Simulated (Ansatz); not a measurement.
Geometry optimisation, UKS PBE/def2-SVP (Ansatz 0.2.0).

The input (input.yaml):

```yaml
crystal:
  periodic: [false, false, false]
  atoms:
    - { symbol: W, position_ang: [0.166413, -0.000227, -0.415587] }
    - { symbol: F, position_ang: [-0.349992, 0.000817, 2.590075] }
    - { symbol: Cl, position_ang: [2.197609, 0.00021, 0.576645] }
    - { symbol: Cl, position_ang: [-0.405322, 2.240781, -0.344435] }
    - { symbol: H, position_ang: [-1.31201, 4.0e-05, 0.417478] }
    - { symbol: Cl, position_ang: [-0.405134, -2.241068, -0.343346] }
    - { symbol: Cl, position_ang: [0.156892, 0.00051, -2.695805] }
    - { symbol: F, position_ang: [0.621543, -0.001064, 3.464976] }
magnetization:
  spin_polarized: true
  initial_magnetization: 1
basis:
  gaussian: { orbitals: def2-SVP }
hamiltonian:
  xc: pbe
relax:
  f_tol: 0.03
  max_steps: 50
output:
  orbitals: {}
```

Run as:

```bash
$ ansatz run input.yaml --threads 4 --pin off --max-ram 5120MiB --backend cpu --events-out ev --progress --plain --runs-dir out
```

Q: Where does it end, and by what steps?

A: The forces met the threshold. After 45 steps the energy has fallen by 6.821 eV; F8 moved furthest, 2.72 Å. Parted: W1–H5 (1.70 → 2.93 Å), F2–F8 (1.31 → 3.03 Å). Joined: W1–F2 (3.05 → 1.87 Å), W1–F8 (3.91 → 1.86 Å), Cl4–H5 (2.53 → 1.32 Å).

```tsv
step	energy less start (eV)	largest force component (eV/Å)	accepted
0	0.0000	3.757	yes
2	-0.3589	1.620	yes
4	-1.3429	3.052	yes
6	-1.9538	5.124	no
8	-2.3986	0.254	yes
10	-2.4483	0.191	yes
12	-2.4509	0.108	yes
14	-2.4559	0.299	yes
16	-2.4639	0.358	yes
18	-2.4710	0.105	yes
20	-2.4790	0.084	yes
22	-2.4842	0.099	yes
24	-2.5215	0.266	yes
26	-2.7510	0.908	yes
28	-3.9554	2.577	yes
30	-4.5878	6.265	no
32	-5.6202	0.462	yes
34	-6.1794	0.659	yes
36	-6.6169	0.565	yes
38	-6.7715	0.620	yes
40	-6.8008	0.303	yes
42	-6.8172	0.144	yes
44	-6.8211	0.046	yes
45	-6.8215	0.025	yes
```

```xyz
8
Properties=species:S:1:pos:R:3
W 0.561 -0.229 0.724
F -0.370 0.650 2.084
Cl 2.262 1.329 1.042
Cl -1.156 1.550 -0.602
H -1.980 0.520 -0.535
Cl -1.383 -1.584 0.508
Cl 1.181 -0.628 -1.447
F 1.556 -1.608 1.476
```

Whether the end is a true minimum wasn't checked by a vibrational analysis.

Run time: 4.4 min on 4 threads of Arm Neoverse V1, on a shared host, peak memory 0.41 GiB.
